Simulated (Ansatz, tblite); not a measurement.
Forces on P7⁺ at its PBE-D4/def2-SVP geometry. The state is a singlet with charge 1.

The xTB rows come from tblite. The structure comes from a short search, and lower isomers may exist.

GFN1-xTB (tblite), largest force 1.14 eV/Å:

```xyz
7
positions Å, forces eV/Å
P    -1.123    0.633   -1.507    0.335    0.121    0.762
P     1.626   -1.006   -0.053   -0.512    0.425   -0.090
P    -0.251    1.969   -0.019   -0.251   -0.750   -0.239
P     0.501   -0.589    1.827   -0.443   -0.123   -0.678
P     1.098    0.789   -1.349   -0.279   -0.355    0.480
P    -0.375   -1.916    0.335    0.142    0.765    0.292
P    -1.475    0.121    0.766    1.008   -0.082   -0.527
```

GFN2-xTB (tblite), largest force 0.93 eV/Å:

```
P 0.224 0.382 0.568
P -0.273 0.079 0.076
P -0.345 -0.476 -0.399
P -0.384 -0.369 -0.462
P -0.235 -0.034 0.164
P 0.189 0.486 0.487
P 0.824 -0.068 -0.435
```

PBE-D4/def2-TZVP (Ansatz), largest force 0.53 eV/Å:

```
P 0.331 0.069 0.414
P -0.388 0.127 0.100
P -0.032 -0.481 -0.209
P -0.160 -0.083 -0.483
P -0.324 -0.062 0.245
P 0.212 0.460 0.126
P 0.360 -0.030 -0.192
```
